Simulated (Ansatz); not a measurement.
# Nudged elastic band run: FH4OSi2, charge +1

input.yaml

```yaml
crystal:
  periodic: [false, false, false]
  atoms:
    - { symbol: O, position_ang: [1.532233, 0.941722, -1.001586] }
    - { symbol: Si, position_ang: [0.882067, -0.079482, 0.029224] }
    - { symbol: F, position_ang: [1.897225, -0.958499, 0.875687] }
    - { symbol: Si, position_ang: [-1.461834, -0.24825, 0.294488] }
    - { symbol: H, position_ang: [2.458519, 1.143918, -1.218454] }
    - { symbol: H, position_ang: [-1.680006, 0.54613, 1.530617] }
    - { symbol: H, position_ang: [-1.966371, 0.364162, -0.957153] }
    - { symbol: H, position_ang: [-1.661833, -1.709693, 0.447177] }
total_charge: 1
basis:
  gaussian: { orbitals: def2-SVP }
hamiltonian:
  xc: r2scan
  dispersion: d4
neb:
  order_check: false
  images: 7
  f_tol: 0.03
  max_iterations: 60
  initial_path: idpp
  max_displacement: 0.5
  optimiser: lbfgs
  final_atoms:
    - { symbol: O, position_ang: [1.76738811, -0.27738541, -1.02935116] }
    - { symbol: Si, position_ang: [0.79554117, 0.38496941, 0.04043781] }
    - { symbol: F, position_ang: [1.41954937, 1.54340296, 0.92830502] }
    - { symbol: Si, position_ang: [-1.44811806, -0.32041277, 0.29653758] }
    - { symbol: H, position_ang: [2.69851477, -0.10767048, -1.25364451] }
    - { symbol: H, position_ang: [-1.45133866, -0.82870379, 1.6916057] }
    - { symbol: H, position_ang: [-2.19586911, 0.94599967, 0.0956218] }
    - { symbol: H, position_ang: [-1.58566758, -1.34019159, -0.76951224] }
```

Launched with:

```bash
$ ansatz run input.yaml --threads 2 --pin off --max-ram 3072MiB --backend cpu --events-out ev --progress --plain --runs-dir out
```

Output, in part (warnings, iteration lines, the closing report on the highest movable image, with atoms numbered from 0; the dipole of an ion depends on the origin):

```
NEB end point (image 0): max|allowed force component| = 4.431e-3 eV/Å (the criterion of neb.relax_end_points is 1.000e-2)
NEB end point (image 8): max|allowed force component| = 1.165e-2 eV/Å (the criterion of neb.relax_end_points is 1.000e-2)
NEB iter   1: max|band force component| = 1.105e0 eV/Å  barrier→ = 0.0585 eV  barrier← = 0.0593 eV  Δτ_max = 0.0164 Å  (234 SCF iters)
NEB iter   2: max|band force component| = 3.774e-1 eV/Å  barrier→ = 0.0430 eV  barrier← = 0.0437 eV  CI = image 4  Δτ_max = 0.0055 Å  (199 SCF iters)
NEB iter   3: max|band force component| = 2.731e-1 eV/Å  barrier→ = 0.0387 eV  barrier← = 0.0395 eV  CI = image 4  Δτ_max = 0.0177 Å  (204 SCF iters)
NEB iter   4: max|band force component| = 2.097e-1 eV/Å  barrier→ = 0.0310 eV  barrier← = 0.0318 eV  CI = image 4  Δτ_max = 0.0143 Å  (194 SCF iters)
NEB iter   5: max|band force component| = 4.250e-1 eV/Å  barrier→ = 0.0291 eV  barrier← = 0.0299 eV  CI = image 4  Δτ_max = 0.0068 Å  (199 SCF iters)
NEB iter   6: max|band force component| = 2.254e-1 eV/Å  barrier→ = 0.0264 eV  barrier← = 0.0272 eV  CI = image 4  Δτ_max = 0.0018 Å  (204 SCF iters)
NEB iter   7: max|band force component| = 1.047e-1 eV/Å  barrier→ = 0.0258 eV  barrier← = 0.0266 eV  CI = image 4  Δτ_max = 0.0031 Å  (175 SCF iters)
NEB iter   8: max|band force component| = 1.349e-1 eV/Å  barrier→ = 0.0248 eV  barrier← = 0.0255 eV  CI = image 4  Δτ_max = 0.0025 Å  (157 SCF iters)
NEB iter   9: max|band force component| = 1.033e-1 eV/Å  barrier→ = 0.0242 eV  barrier← = 0.0250 eV  CI = image 4  Δτ_max = 0.0029 Å  (161 SCF iters)
NEB iter  10: max|band force component| = 1.674e-1 eV/Å  barrier→ = 0.0232 eV  barrier← = 0.0240 eV  CI = image 4  Δτ_max = 0.0025 Å  (160 SCF iters)
NEB iter  11: max|band force component| = 1.344e-1 eV/Å  barrier→ = 0.0228 eV  barrier← = 0.0235 eV  CI = image 4  Δτ_max = 0.0014 Å  (190 SCF iters)
NEB iter  12: max|band force component| = 1.215e-1 eV/Å  barrier→ = 0.0224 eV  barrier← = 0.0232 eV  CI = image 4  Δτ_max = 0.0523 Å  (133 SCF iters)
NEB iter  13: max|band force component| = 2.147e-1 eV/Å  barrier→ = 0.0136 eV  barrier← = 0.0143 eV  CI = image 4  Δτ_max = 0.0044 Å  (202 SCF iters)
NEB iter  14: max|band force component| = 2.225e-1 eV/Å  barrier→ = 0.0130 eV  barrier← = 0.0138 eV  CI = image 4  Δτ_max = 0.0033 Å  (207 SCF iters)
NEB iter  15: max|band force component| = 1.339e-1 eV/Å  barrier→ = 0.0127 eV  barrier← = 0.0134 eV  CI = image 4  Δτ_max = 0.0011 Å  (209 SCF iters)
NEB iter  16: max|band force component| = 5.216e-2 eV/Å  barrier→ = 0.0125 eV  barrier← = 0.0132 eV  CI = image 4  Δτ_max = 0.0010 Å  (140 SCF iters)
NEB iter  17: max|band force component| = 4.836e-2 eV/Å  barrier→ = 0.0122 eV  barrier← = 0.0130 eV  CI = image 4  Δτ_max = 0.0031 Å  (137 SCF iters)
NEB iter  18: max|band force component| = 9.629e-2 eV/Å  barrier→ = 0.0117 eV  barrier← = 0.0125 eV  CI = image 4  Δτ_max = 0.0016 Å  (162 SCF iters)
NEB iter  19: max|band force component| = 7.084e-2 eV/Å  barrier→ = 0.0116 eV  barrier← = 0.0124 eV  CI = image 4  Δτ_max = 0.0005 Å  (155 SCF iters)
NEB iter  20: max|band force component| = 4.711e-2 eV/Å  barrier→ = 0.0115 eV  barrier← = 0.0123 eV  CI = image 4  Δτ_max = 0.0029 Å  (133 SCF iters)
NEB iter  21: max|band force component| = 7.500e-2 eV/Å  barrier→ = 0.0112 eV  barrier← = 0.0119 eV  CI = image 4  Δτ_max = 0.0012 Å  (150 SCF iters)
NEB iter  22: max|band force component| = 5.710e-2 eV/Å  barrier→ = 0.0111 eV  barrier← = 0.0119 eV  CI = image 4  Δτ_max = 0.0005 Å  (140 SCF iters)
NEB iter  23: max|band force component| = 5.082e-2 eV/Å  barrier→ = 0.0110 eV  barrier← = 0.0118 eV  CI = image 4  Δτ_max = 0.0255 Å  (126 SCF iters)
NEB iter  24: max|band force component| = 1.901e-1 eV/Å  barrier→ = 0.0081 eV  barrier← = 0.0089 eV  CI = image 4  Δτ_max = 0.0034 Å  (199 SCF iters)
NEB iter  25: max|band force component| = 1.394e-1 eV/Å  barrier→ = 0.0080 eV  barrier← = 0.0088 eV  CI = image 4  Δτ_max = 0.0013 Å  (209 SCF iters)
NEB iter  26: max|band force component| = 3.704e-2 eV/Å  barrier→ = 0.0079 eV  barrier← = 0.0086 eV  CI = image 4  Δτ_max = 0.0004 Å  (146 SCF iters)
NEB iter  27: max|band force component| = 2.552e-2 eV/Å  barrier→ = 0.0078 eV  barrier← = 0.0086 eV  CI = image 4  Δτ_max = 0.0868 Å  (133 SCF iters)
NEB iter  28: max|band force component| = 1.431e-1 eV/Å  barrier→ = 0.0072 eV  barrier← = 0.0080 eV  CI = image 5  Δτ_max = 0.0432 Å  (28 SCF iters)
NEB iter  29: max|band force component| = 1.596e-1 eV/Å  barrier→ = 0.0065 eV  barrier← = 0.0072 eV  CI = image 4  Δτ_max = 0.0215 Å  (194 SCF iters)
NEB iter  30: max|band force component| = 5.164e-2 eV/Å  barrier→ = 0.0031 eV  barrier← = 0.0038 eV  CI = image 4  Δτ_max = 0.0344 Å  (200 SCF iters)
NEB iter  31: max|band force component| = 3.787e-2 eV/Å  barrier→ = 0.0027 eV  barrier← = 0.0035 eV  CI = image 5  Δτ_max = 0.0190 Å  (194 SCF iters)
NEB iter  32: max|band force component| = 3.110e-2 eV/Å  barrier→ = 0.0024 eV  barrier← = 0.0031 eV  CI = image 4  Δτ_max = 0.0099 Å  (179 SCF iters)
NEB iter  33: max|band force component| = 2.862e-2 eV/Å  barrier→ = 0.0023 eV  barrier← = 0.0031 eV  CI = image 4  Δτ_max = 0.0000 Å  (358 SCF iters)
Total energy: -20566.20149894 eV, -755.7939648138 hartree
Atom 0 at     1.544865    -0.224478    -1.323003 Å, force    -0.004824    -0.001149    -0.008931 eV/Å
Atom 1 at     0.885675     0.049563     0.097321 Å, force     0.005124    -0.000680     0.008440 eV/Å
Atom 2 at     1.893080     0.313739     1.295031 Å, force    -0.001509    -0.000359    -0.001478 eV/Å
Atom 3 at    -1.465135     0.038146     0.367428 Å, force     0.000288     0.004451     0.002260 eV/Å
Atom 4 at     2.470715    -0.266084    -1.617593 Å, force     0.000207     0.001235     0.003036 eV/Å
Atom 5 at    -1.638875     0.509111     1.761440 Å, force    -0.001724    -0.000282    -0.001884 eV/Å
Atom 6 at    -1.901924     0.970165    -0.701721 Å, force     0.001365    -0.000750    -0.000817 eV/Å
Atom 7 at    -1.788402    -1.390153     0.121096 Å, force     0.001073    -0.002466    -0.000627 eV/Å
Dipole moment:    -0.089146    -0.055897    -0.260745 e Å
```

The run converged. The band force fell under the threshold earlier too, but the program's further tests of the path sent the band on. The top lies less than 8 meV above the higher end, about what the thresholds resolve: the motion is nearly free. Another band between the same ends (7 images) ends at a top of the same energy, where a vibrational analysis finds no clearly imaginary modes.

Final band (atoms are numbered from 1 in the order of the input):

```json
{"image": "0", "path coordinate (Å)": "0.00", "energy (kJ/mol)": "0.0", "dihedral O1–Si2–Si4–H8 (°)": "141"}
{"image": "1", "path coordinate (Å)": "0.53", "energy (kJ/mol)": "-0.1", "dihedral O1–Si2–Si4–H8 (°)": "122"}
{"image": "2", "path coordinate (Å)": "1.06", "energy (kJ/mol)": "0.0", "dihedral O1–Si2–Si4–H8 (°)": "104"}
{"image": "3", "path coordinate (Å)": "1.58", "energy (kJ/mol)": "0.1", "dihedral O1–Si2–Si4–H8 (°)": "85"}
{"image": "4", "path coordinate (Å)": "2.11", "energy (kJ/mol)": "0.2", "dihedral O1–Si2–Si4–H8 (°)": "67"}
{"image": "5", "path coordinate (Å)": "2.63", "energy (kJ/mol)": "0.2", "dihedral O1–Si2–Si4–H8 (°)": "49"}
{"image": "6", "path coordinate (Å)": "3.15", "energy (kJ/mol)": "0.1", "dihedral O1–Si2–Si4–H8 (°)": "32"}
{"image": "7", "path coordinate (Å)": "3.67", "energy (kJ/mol)": "0.0", "dihedral O1–Si2–Si4–H8 (°)": "14"}
{"image": "8", "path coordinate (Å)": "4.19", "energy (kJ/mol)": "-0.1", "dihedral O1–Si2–Si4–H8 (°)": "-3"}
```

The run took 8.1 min on 2 threads of Arm Neoverse V2, with other jobs on the host, peak memory 0.15 GiB.
